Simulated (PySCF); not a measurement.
Compound: 2-propylpyridine, C₈H₁₁N.
Bonds: C1–C2, C2–C3, C3–C4, C4–C5 (aromatic), C5–C6 (aromatic), C6–C7 (aromatic), C7–C8 (aromatic), C8–N9 (aromatic), C4–N9 (aromatic). Hydrogens: H10, H11, H12 on C1; H13, H14 on C2; H15, H16 on C3; H17 on C5; H18 on C6; H19 on C7; H20 on C8.

The same species was optimised twice, with GFN2-xTB and with PBE0-D3(BJ)/def2-SVP (PySCF), and the same property calculations (PySCF, gas phase) were run on both structures.

```tsv
coordinate	GFN2-xTB	PBE0-D3(BJ)/def2-SVP	change
C4–N9 (Å)	1.326	1.336	+0.010
C8–N9 (Å)	1.321	1.330	+0.009
C4–C5 (Å)	1.394	1.402	+0.008
C7–C8 (Å)	1.385	1.393	+0.008
C5–C6 (Å)	1.383	1.390	+0.007
C6–C7 (Å)	1.387	1.393	+0.006
C3–C4 (Å)	1.500	1.503	+0.003
C1–C2 (Å)	1.523	1.520	-0.003
C2–C3 (Å)	1.534	1.533	-0.001
C1–C2–C3 (°)	111.8	114.0	+2.2
C2–C3–C4 (°)	111.3	113.1	+1.8
C3–C4–N9 (°)	117.0	117.3	+0.3
C4–C5–C6 (°)	119.0	119.2	+0.2
C5–C4–N9 (°)	121.9	121.7	-0.2
C7–C8–N9 (°)	123.5	123.7	+0.2
C3–C4–C5 (°)	121.1	120.9	-0.2
C4–N9–C8 (°)	118.9	118.7	-0.2
C1–C2–C3–C4 (°)	-66	-62	+4
C2–C3–C4–C5 (°)	-75	-83	-8
```

Rotational constants: A = 3370, B = 1118, C = 1003 MHz (GFN2-xTB) against A = 3342, B = 1108, C = 977.9 MHz (PBE0-D3(BJ)/def2-SVP). Point groups within 0.08 Å: C1 and C1.

On the GFN2-xTB structure: HOMO (eV) -7.24 [PBE0/pcSseg-1]; LUMO (eV) -0.64 [PBE0/pcSseg-1]; dipole (D) 1.87 [PBE0/pcSseg-1]; GIAO shielding of C1 (ppm) 172.5 [PBE0/pcSseg-1]; GIAO shielding of C2 (ppm) 156.8 [PBE0/pcSseg-1]; GIAO shielding of C3 (ppm) 142.4 [PBE0/pcSseg-1]; GIAO shielding of C4 (ppm) 17.2 [PBE0/pcSseg-1]; GIAO shielding of C5 (ppm) 59.8 [PBE0/pcSseg-1]; GIAO shielding of C6 (ppm) 44.6 [PBE0/pcSseg-1]; GIAO shielding of C7 (ppm) 61.4 [PBE0/pcSseg-1]; GIAO shielding of C8 (ppm) 32.2 [PBE0/pcSseg-1].

What do these properties become on the PBE0-D3(BJ)/def2-SVP structure?

```tsv
property	level	on GFN2-xTB	on PBE0-D3(BJ)/def2-SVP	change
HOMO (eV)	PBE0/pcSseg-1	-7.24	-7.27	-0.03
LUMO (eV)	PBE0/pcSseg-1	-0.64	-0.70	-0.06
dipole (D)	PBE0/pcSseg-1	1.87	1.86	-0.01
energy, GFN2-xTB geometry as zero (kcal/mol)	PBE0/pcSseg-1	0.0	-0.6	-0.6
GIAO shielding of C1 (ppm)	PBE0/pcSseg-1	172.5	170.6	-1.9
GIAO shielding of C2 (ppm)	PBE0/pcSseg-1	156.8	156.0	-0.8
GIAO shielding of C3 (ppm)	PBE0/pcSseg-1	142.4	141.8	-0.6
GIAO shielding of C4 (ppm)	PBE0/pcSseg-1	17.2	15.6	-1.6
GIAO shielding of C5 (ppm)	PBE0/pcSseg-1	59.8	56.8	-3.0
GIAO shielding of C6 (ppm)	PBE0/pcSseg-1	44.6	42.8	-1.8
GIAO shielding of C7 (ppm)	PBE0/pcSseg-1	61.4	58.8	-2.6
GIAO shielding of C8 (ppm)	PBE0/pcSseg-1	32.2	29.7	-2.5
```

The heavy atoms differ by 0.065 Å rms after alignment. Among bonds between heavy atoms C4–N9 and C8–N9 change most and about equally (+0.009 to +0.010 Å). Changes are differences of the printed values. Neither structure is proved a minimum here.

Shape of the structure used: `[CH3:1][CH2:2][CH2:3][c:4]1[cH:5][cH:6][cH:7][cH:8][n:9]1`: C1–C2–C3–C4 -62°, C2–C3–C4–C5 -83°.
